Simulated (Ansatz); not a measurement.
`[F][Ge][O][SiH3]` → `[OH][Ge][F]` + `[SiH2]` at 600 K and 1 bar (silylene loss).

Calculated with Ansatz (gas phase, PBE0-D4/def2-TZVP geometries, no zero-point term in ΔE). CBS: MP2 limit from def2 TZ/QZ plus the TZ coupled-cluster correction, frozen cores. This one scheme is used for every species. For Ge outer-core shells are correlated without core-valence functions, which leaves a few kJ/mol of doubt a bond. Scalar relativity is left out up to krypton. One conformer a species, not always the lowest.

```json
{"species": "`[F][Ge][O][SiH3]`", "CCSD(T)/CBS energy (Eh)": "-2542.06230", "H − E (kJ/mol)": "132.8", "S (J/(mol·K))": "416.9"}
{"species": "`[OH][Ge][F]`", "CCSD(T)/CBS energy (Eh)": "-2251.74560", "H − E (kJ/mol)": "72.2", "S (J/(mol·K))": "324.3"}
{"species": "`[SiH2]`", "CCSD(T)/CBS energy (Eh)": "-290.19011", "H − E (kJ/mol)": "52.1", "S (J/(mol·K))": "233.9"}
```

H − E and S are ideal-gas, rigid-rotor, harmonic terms from PBE0-D4/def2-TZVP, for one conformer and one mirror image of each species. 1 Eh = 2625.50 kJ/mol, R = 8.31446 J/(mol·K).

Question: By hand: ΔE, ΔH, ΔS and ΔG.

Answer: ΔE = (-2251.74560) + (-290.19011) − (-2542.06230) = 0.12659 Eh = 332.4 kJ/mol. Δ(H − E) = 72.2 + 52.1 − 132.8 = -8.5, so ΔH = 323.9 kJ/mol. ΔS = 324.3 + 233.9 − 416.9 = 141.3 J/(mol·K). ΔG = 323.9 − 600 × (141.3)/1000 = 239.1 kJ/mol.

Question: By hand: the equilibrium constant, and the temperature at which ΔG would vanish if ΔH and ΔS stayed fixed.

Answer: log₁₀ K = −ΔG/(RT ln 10) = -20.8. ΔG = 0 at ΔH/ΔS = 2292 K.

The number of gas molecules changes by +1, which sets the sign of ΔS. A doubt of 5 kJ/mol in ΔE shifts log₁₀ K by 0.4 here. Other conformers and mirror images would add mixing entropy, several J/(mol·K) or more a flexible species. These are equilibria of isolated gas molecules and say nothing of rates. Largest T1 diagnostic: 0.015 (customary marks: 0.02 for closed shells, 0.045 for open ones).
